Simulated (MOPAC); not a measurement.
MOPAC input (PM6):

```
PM6 PRECISE GNORM=0.05 LET XYZ UHF MS=0.5 GEO-OK AUX(PRECISION=9) THREADS=1
CH6NSi

C    -1.63289300 1    0.38568100 1   -0.07813700 1
N    -0.38177400 1   -0.20321100 1   -0.52811500 1
Si    1.10077800 1   -0.16632400 1    0.35839300 1
H    -2.20609700 1    0.76825400 1   -0.92633500 1
H    -1.41984200 1    1.22778000 1    0.58166000 1
H    -2.26547700 1   -0.31926700 1    0.47256500 1
H    -0.50730900 1   -0.94197600 1   -1.20464100 1
H     2.17619800 1   -0.53601600 1   -0.60707600 1
H     1.28141100 1    1.23814700 1    0.83194900 1
```

Output:

```
 *******************************************************************************
 **                                                                           **
 **                              MOPAC v23.2.5                                **
 **                                                                           **
 *******************************************************************************
 ** MOPAC's Digital Object Identifier: https://doi.org/10.5281/zenodo.6511958 **
 **                                                                           **
 ** Please cite the open-source release paper for use of this MOPAC version:  **
 ** J. E. Moussa and J. J. P. Stewart (2026)                                  **
 ** MOPAC: An open-source semiempirical molecular orbital program             **
 ** J. Open Source Softw., 11(119), 8025, https://doi.org/10.21105/joss.08025 **
 *******************************************************************************

                              PM6 CALCULATION RESULTS

 *******************************************************************************
 *  PM6        - The PM6 Hamiltonian to be used
 *  GEO-OK     - OVERRIDE INTERATOMIC DISTANCE AND OTHER SAFETY CHECKS
 *  UHF        - UNRESTRICTED HARTREE-FOCK CALCULATION
 *  MS=        - IN MECI, MAGNETIC COMPONENT OF SPIN =  0.5
 *  LET        - OVERRIDE SOME SAFETY CHECKS
 *  PRECISE    - TIGHTER CRITERIA TO BE USED
 *  XYZ        - CARTESIAN COORDINATE SYSTEM TO BE USED
 *  GNORM      - EXIT WHEN GRADIENT NORM DROPS BELOW 0.050
 *  AUX        - OUTPUT AUXILIARY INFORMATION
 *******************************************************************************
PM6 PRECISE GNORM=0.05 LET XYZ UHF MS=0.5 GEO-OK AUX(PRECISION=9) THREADS=1
 CH6NSi

   ATOM   CHEMICAL          X               Y               Z
  NUMBER   SYMBOL      (ANGSTROMS)     (ANGSTROMS)     (ANGSTROMS)

     1       C         -1.63289300  *   0.38568100  *  -0.07813700  *
     2       N         -0.38177400  *  -0.20321100  *  -0.52811500  *
     3      Si          1.10077800  *  -0.16632400  *   0.35839300  *
     4       H         -2.20609700  *   0.76825400  *  -0.92633500  *
     5       H         -1.41984200  *   1.22778000  *   0.58166000  *
     6       H         -2.26547700  *  -0.31926700  *   0.47256500  *
     7       H         -0.50730900  *  -0.94197600  *  -1.20464100  *
     8       H          2.17619800  *  -0.53601600  *  -0.60707600  *
     9       H          1.28141100  *   1.23814700  *   0.83194900  *

          CARTESIAN COORDINATES

    NO.       ATOM           X           Y           Z

     1         C         -1.6329      0.3857     -0.0781
     2         N         -0.3818     -0.2032     -0.5281
     3        Si          1.1008     -0.1663      0.3584
     4         H         -2.2061      0.7683     -0.9263
     5         H         -1.4198      1.2278      0.5817
     6         H         -2.2655     -0.3193      0.4726
     7         H         -0.5073     -0.9420     -1.2046
     8         H          2.1762     -0.5360     -0.6071
     9         H          1.2814      1.2381      0.8319

 General Reference for PM6:
 "Optimization of Parameters for Semiempirical Methods V: Modification of NDDO Approximations
 and Application to 70 Elements", J. J. P. Stewart, J. Mol. Mod., 13, 1173-1213 (2007)
 URL: https://link.springer.com/article/10.1007/s00894-007-0233-4

           Empirical Formula: C H6 N Si  =     9 atoms

      MOLECULAR POINT GROUP   :   C1

          UHF CALCULATION, NO. OF ALPHA ELECTRONS =   10
                           NO. OF BETA  ELECTRONS =    9

          Geometry optimization using EF

          DIAGONAL MATRIX USED AS START HESSIAN

 CYCLE:     1  GRAD.:    43.061 HEAT:  32.64465
 CYCLE:     2  GRAD.:   116.956 HEAT:  37.60035
 CYCLE:     3  GRAD.:    92.236 HEAT:  33.55120
 CYCLE:     4  GRAD.:   101.029 HEAT:  34.72996
 CYCLE:     5  GRAD.:   124.434 HEAT:  35.31155
 CYCLE:     6  GRAD.:   102.850 HEAT:  36.26008
 CYCLE:     7  GRAD.:   109.425 HEAT:  34.39072
 CYCLE:     8  GRAD.:   114.517 HEAT:  36.45656
 CYCLE:     9  GRAD.:    30.219 HEAT:  30.22945
 CYCLE:    10  GRAD.:    31.059 HEAT:  30.13163
 CYCLE:    11  GRAD.:    29.653 HEAT:  30.08351
 CYCLE:    12  GRAD.:    16.792 HEAT:  29.82228
 CYCLE:    13  GRAD.:    19.032 HEAT:  29.84132
 CYCLE:    14  GRAD.:    12.990 HEAT:  29.75742
 CYCLE:    15  GRAD.:    14.950 HEAT:  29.78609
 CYCLE:    16  GRAD.:     2.879 HEAT:  29.67187
 CYCLE:    17  GRAD.:     1.420 HEAT:  29.66717
 CYCLE:    18  GRAD.:     1.107 HEAT:  29.66428
 CYCLE:    19  GRAD.:     1.767 HEAT:  29.65516
 CYCLE:    20  GRAD.:     1.321 HEAT:  29.65176
 CYCLE:    21  GRAD.:     0.894 HEAT:  29.64689
 CYCLE:    22  GRAD.:     1.194 HEAT:  29.63931
 CYCLE:    23  GRAD.:     1.408 HEAT:  29.62853
 CYCLE:    24  GRAD.:     1.075 HEAT:  29.61437
 CYCLE:    25  GRAD.:     0.748 HEAT:  29.60841
 CYCLE:    26  GRAD.:     1.191 HEAT:  29.59359
 CYCLE:    27  GRAD.:     1.242 HEAT:  29.58593
 CYCLE:    28  GRAD.:     1.056 HEAT:  29.57489
 CYCLE:    29  GRAD.:     0.666 HEAT:  29.57465
 CYCLE:    30  GRAD.:     0.562 HEAT:  29.57648
 CYCLE:    31  GRAD.:     0.219 HEAT:  29.57632
 CYCLE:    32  GRAD.:     0.104 HEAT:  29.57638
 CYCLE:    33  GRAD.:     0.131 HEAT:  29.57661
 CYCLE:    34  GRAD.:     0.258 HEAT:  29.57735
 CYCLE:    35  GRAD.:     0.245 HEAT:  29.57735
 CYCLE:    36  GRAD.:     1.658 HEAT:  29.58116
 CYCLE:    37  GRAD.:     0.570 HEAT:  29.57690
 CYCLE:    38  GRAD.:     0.370 HEAT:  29.57573
 CYCLE:    39  GRAD.:     0.535 HEAT:  29.57199
 CYCLE:    40  GRAD.:     0.099 HEAT:  29.57283
 CYCLE:    41  GRAD.:     0.039 HEAT:  29.57284

     GRADIENT =  0.03894 IS LESS THAN CUTOFF =  0.05000

 -------------------------------------------------------------------------------
 PM6 PRECISE GNORM=0.05 LET XYZ UHF MS=0.5 GEO-OK AUX(PRECISION=9) THREADS=1
 CH6NSi

     GEOMETRY OPTIMISED USING EIGENVECTOR FOLLOWING (EF).
     SCF FIELD WAS ACHIEVED

                              PM6 CALCULATION
                                                       MOPAC v23.2.5 Linux

          FINAL HEAT OF FORMATION =         29.57284 KCAL/MOL =     123.73277 KJ/MOL

          COSMO AREA              =        110.74 SQUARE ANGSTROMS
          COSMO VOLUME            =         98.06 CUBIC ANGSTROMS

          GRADIENT NORM           =          0.03894          =       0.01298 PER ATOM
          IONIZATION POTENTIAL    =          6.574358 EV
          ALPHA SOMO LUMO (EV)    =         -6.574 -0.044
          BETA  SOMO LUMO (EV)    =         -9.553 -0.378
          NO. OF ALPHA ELECTRONS  =         10
          NO. OF BETA  ELECTRONS  =          9
          MOLECULAR WEIGHT        =         60.1506         POINT GROUP:  C1

          MOLECULAR DIMENSIONS (Angstroms)

            Atom       Atom       Distance
            H     8    H     6     4.75314
            H     9    H     7     3.33030
            H     4   Si     3     1.95398

          SCF CALCULATIONS        =         42

   ATOM   CHEMICAL          X               Y               Z
  NUMBER   SYMBOL      (ANGSTROMS)     (ANGSTROMS)     (ANGSTROMS)

     1       C         -1.65439022  *   0.40300538  *  -0.08857885  *
     2       N         -0.40939093  *  -0.30667029  *  -0.45933257  *
     3      Si          1.13500681  *  -0.11547120  *   0.30616781  *
     4       H         -2.08607534  *   0.92286409  *  -0.96251443  *
     5       H         -1.47040270  *   1.16393126  *   0.69163232  *
     6       H         -2.41267636  *  -0.29610506  *   0.30738068  *
     7       H         -0.59444129  *  -1.03108276  *  -1.15547509  *
     8       H          2.25008992  *  -0.47496449  *  -0.59756926  *
     9       H          1.36886599  *   1.20971524  *   0.91998738  *

                             CARTESIAN COORDINATES

   1    C       -1.654390224     0.403005378    -0.088578854
   2    N       -0.409390926    -0.306670288    -0.459332571
   3   Si        1.135006811    -0.115471204     0.306167812
   4    H       -2.086075337     0.922864092    -0.962514428
   5    H       -1.470402699     1.163931258     0.691632316
   6    H       -2.412676362    -0.296105062     0.307380677
   7    H       -0.594441289    -1.031082765    -1.155475094
   8    H        2.250089916    -0.474964494    -0.597569256
   9    H        1.368865985     1.209715235     0.919987383

           Empirical Formula: C H6 N Si  =     9 atoms

      MOLECULAR POINT GROUP   :   C1

          ALPHA EIGENVALUES
 -30.78007 -23.77185 -18.29859 -16.23999 -14.88231 -14.20909 -12.45126 -11.41649
  -9.95248  -6.57436  -0.04437   1.16165   1.35724   1.79285   2.47682   2.82397
   4.16250   4.68205   5.09536   5.31128   5.34766   6.04896   6.61878

           BETA EIGENVALUES
 -30.59672 -23.70285 -18.01320 -16.08742 -14.80620 -14.06024 -12.30704 -11.08734
  -9.55320  -0.37797   0.29047   1.41465   1.48087   1.87887   2.61495   3.05479
   4.41168   4.96150   5.14155   5.33894   5.43603   6.07330   6.71272

              NET ATOMIC CHARGES AND DIPOLE CONTRIBUTIONS

  ATOM NO.   TYPE          CHARGE      No. of ELECS.   s-Pop       p-Pop       d-Pop
    1          C          -0.280794        4.2808     1.08082     3.19998
    2          N          -0.534665        5.5347     1.50562     4.02905
    3         Si           0.120265        3.8797     1.34947     1.86690     0.66336
    4          H           0.137054        0.8629     0.86295
    5          H           0.152490        0.8475     0.84751
    6          H           0.139115        0.8609     0.86088
    7          H           0.246271        0.7537     0.75373
    8          H           0.012906        0.9871     0.98709
    9          H           0.007358        0.9926     0.99264
 DIPOLE           X         Y         Z       TOTAL
 POINT-CHG.    -0.639     0.233     0.183     0.705
 HYBRID        -1.018     0.112    -0.949     1.396
 SUM           -1.657     0.345    -0.766     1.858

          ATOMIC ORBITAL ELECTRON POPULATIONS

     Atom    s        px        py        pz      x^2-y^2     xz        z^2       yz        xy
    1  C   1.08082   0.96201   1.09728   1.14069
    2  N   1.50562   1.18662   1.39064   1.45179
    3 Si   1.34947   0.48688   0.75295   0.62708   0.17880   0.18316   0.07693   0.12171   0.10276
    4  H   0.86295
    5  H   0.84751
    6  H   0.86088
    7  H   0.75373
    8  H   0.98709
    9  H   0.99264

                    (SZ)    =    0.500000
                    (S**2)  =    0.755478

          ATOMIC ORBITAL SPIN POPULATIONS

    Atom   Total    s     px     py     pz   x^2-y^2  xz     z^2    yz     xy
         Atomic
    1  C -0.0011 -0.000 -0.000  0.001 -0.002
    2  N  0.1140  0.018  0.006  0.026  0.065
    3 Si  0.7930  0.182  0.009  0.233  0.208  0.026  0.009  0.033  0.081  0.012
    4  H  0.0030  0.003
    5  H -0.0000 -0.000
    6  H -0.0003 -0.000
    7  H -0.0014 -0.001
    8  H  0.0493  0.049
    9  H  0.0435  0.044

 **********************
 *                    *
 * JOB ENDED NORMALLY *
 *                    *
 **********************

 == MOPAC DONE ==
```

The geometry given is a B3LYP-D3(BJ)/def2-TZVP minimum.
